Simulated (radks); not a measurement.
Effect of the nuclear size on neutral niobium, [Kr] 4d4 5s1. All-electron calculation, Dirac Kohn-Sham, relativistic LDA (MacDonald-Vosko exchange, VWN5 correlation), spin-unpolarised, spherical densities, finite nucleus; open shells are shared between the two j in proportion to 2j + 1; Fermi nuclear charge, rms radius 4.324 fm. Program: a radial shooting solver on a logarithmic mesh with Libxc functionals. The rms radius is varied about that value; shifts are against it.

rms radius (fm),total energy shift (eV),density at nucleus (e/bohr^3),1s1/2 shift (meV),2s1/2 shift (meV),4p1/2 shift (meV),5s1/2 shift (meV)
3.4765,-0.446,8.349e+04,-188,-19.9,0.051,-0.041
4.1251,-0.112,8.203e+04,-47.3,-5.02,0.013,-0.010
4.324,0,8.163e+04,0.000,0.000,0.000,0.000
4.4753,0.0887,8.134e+04,37.3,3.96,-0.010,0.008
5.3661,0.666,7.983e+04,280,29.8,-0.076,0.061

Slopes of the eigenvalues against <r^2> in GHz/fm^2, as finite differences over the two radii next to the reference (eigenvalue slopes, not the field-shift constants of lines): 1s1/2 6790, 2s1/2 721.
